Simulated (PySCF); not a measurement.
**Gas-phase XPS of Si(OMe)4, computed**

Si(OMe)4, C₄H₁₂O₄Si.
Cartesian coordinates in Å at the PBE0-D3(BJ)/def2-SVP level; atoms count from 1:
```
atom  x, y, z in Å
Si1   -0.013   -0.022    0.010
O2     0.147   -0.036    1.643
C3     0.967   -0.904    2.380
H4     0.520   -1.910    2.457
H5     1.082   -0.502    3.398
H6     1.966   -1.003    1.925
O7     1.490   -0.261   -0.609
C8     1.773   -0.540   -1.953
H9     1.111   -1.327   -2.353
H10    2.815   -0.885   -2.032
H11    1.662    0.359   -2.585
O12   -0.716    1.409   -0.385
C13   -0.398    2.656    0.171
H14   -0.294    2.598    1.268
H15   -1.203    3.367   -0.068
H16    0.545    3.054   -0.245
O17   -0.973   -1.198   -0.615
C18   -2.375   -1.202   -0.586
H19   -2.758   -1.447    0.420
H20   -2.742   -1.968   -1.286
H21   -2.791   -0.225   -0.885
```

Computed, not measured: delta-SCF UKS SCAN, pcX-2 on the ionised atom, pcseg-1 elsewhere, spin-free X2C in PySCF 2.14.0. Binding energies are ΔSCF values: E(core-ionised, relaxed orbitals) − E(ground state) at a fixed geometry, referred to the vacuum level.

Q: Give the core binding energies atom by atom.

A: 
```csv
atom(s),environment,level,binding energy (eV),2p1/2 (eV),count
Si1,silicon bonded to 4 O,Si 2p3/2,107.91,108.54,1
C3/C8/C13/C18,carbon bonded to O and 3 H,C 1s,292.25,–,4
O2/O7/O12/O17,oxygen bonded to C and Si,O 1s,538.01,–,4
Si1,silicon bonded to 4 O,Si 1s,1848.21,–,1
```

Q: Which photon wavelength matches the O 1s of O2 (atom 2)/O7/O12/O17 threshold?

A: λ = hc/E = 12398.42 eV Å / 538.01 eV = 23.045 Å.

Q: Which effective nuclear charge Zeff reproduces each element's mean 1s value in the hydrogen-like formula E = 13.606 eV × Zeff²?

A: C (Z = 6): mean 292.2 eV, Zeff = 4.63, Z − Zeff = 1.37; O (Z = 8): mean 538.0 eV, Zeff = 6.29, Z − Zeff = 1.71; Si (Z = 14): mean 1848.2 eV, Zeff = 11.66, Z − Zeff = 2.34. Means run over the listed sites, weighted by atom count.

Topologically equivalent atoms share the value of their first member; where this conformer doesn't relate them by symmetry, their own values could differ. Spin–orbit coupling isn't in the SCF: each 2p doublet comes from a relaxed spin-free hole plus a matrix of the shell (mean-field spin–orbit coupling and the ground-state 2p splitting), with 2p3/2 averaged over its two sublevels. 2p1/2 minus 2p3/2 (ligand field included): Si 0.62 eV. Isolated species at its PBE0-D3(BJ)/def2-SVP geometry (one conformer only).
